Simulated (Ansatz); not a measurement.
```yaml
crystal:
  periodic: [false, false, false]
  atoms:
    - {symbol: C, position_ang: [-1.248759, -1.930398, 1.753455]}
    - {symbol: C, position_ang: [-0.331202, -0.789488, 1.280006]}
    - {symbol: C, position_ang: [-0.457282, 0.374367, 2.278419]}
    - {symbol: C, position_ang: [1.041541, -1.251794, 1.198120]}
    - {symbol: S, position_ang: [-1.154364, -0.433228, -0.308331]}
    - {symbol: C, position_ang: [-0.029364, 0.604766, -1.380865]}
    - {symbol: C, position_ang: [0.587097, 1.856035, -0.657461]}
    - {symbol: C, position_ang: [-0.998898, 1.152471, -2.452680]}
    - {symbol: C, position_ang: [1.009532, -0.191944, -2.040264]}
    - {symbol: H, position_ang: [-0.846954, -2.223171, 2.856067]}
    - {symbol: H, position_ang: [-2.247968, -1.631195, 1.857310]}
    - {symbol: H, position_ang: [-1.133212, -2.784580, 1.224520]}
    - {symbol: H, position_ang: [-1.434379, 0.733644, 2.315001]}
    - {symbol: H, position_ang: [-0.088629, 0.099007, 3.242559]}
    - {symbol: H, position_ang: [0.181118, 1.238265, 1.943937]}
    - {symbol: H, position_ang: [1.454878, -1.641650, 2.136525]}
    - {symbol: H, position_ang: [1.174711, -2.104356, 0.473576]}
    - {symbol: H, position_ang: [1.779763, -0.484372, 0.863093]}
    - {symbol: H, position_ang: [1.322447, 1.549404, 0.110044]}
    - {symbol: H, position_ang: [-0.255500, 2.426640, -0.162522]}
    - {symbol: H, position_ang: [1.088496, 2.470515, -1.387151]}
    - {symbol: H, position_ang: [-0.456274, 1.684372, -3.215266]}
    - {symbol: H, position_ang: [-1.554273, 0.357934, -3.019531]}
    - {symbol: H, position_ang: [-1.802224, 1.739747, -2.055628]}
    - {symbol: H, position_ang: [1.551607, 0.502583, -2.766882]}
    - {symbol: H, position_ang: [1.752745, -0.546785, -1.310787]}
    - {symbol: H, position_ang: [0.601256, -1.010957, -2.584237]}
basis:
  gaussian: {orbitals: def2-SVPD}
hamiltonian: {xc: {name: SPW92}}
accuracy: high
```

```sh
$ ansatz run in.yaml --threads 4 --pin off --events-out ev --progress --plain --max-ram 66560MiB --backend cuda --devices 0, --max-vram 37GiB
```

It prints (some lines left out):

```
Functional definition: SPW92
6690 factors; integrals over basis functions are off by at most 5.2e-9 eV
mean field evaluation 1: about -19266.1890 eV, gradient 1.1e2 eV
mean field evaluation 2: about -19199.1189 eV, gradient 1.9e2 eV
mean field evaluation 4: about -19296.5390 eV, gradient 1.7e1 eV
mean field evaluation 8: about -19297.2063 eV, gradient 3.9e-1 eV
mean field evaluation 16: about -19297.2067 eV, gradient 1.9e-4 eV
mean field -19297.20669045 eV, -709.1592657577 hartree, gradient 2.3e-8 eV, S^2 0.000000; 0 other end points of the search recorded, 0 dependent functions left out
reference -19297.20669748 eV, -709.1592660160 hartree; 41, 41 occupied and 290, 290 virtual orbitals, 6690 factors
Total energy: -19297.20669748 eV, -709.1592660160 hartree
```

It took 9.5 s on 4 threads of an AMD EPYC 7R13 on a shared host and a share of an NVIDIA H100 80 GB, with 1.6 GiB of host memory at the peak.
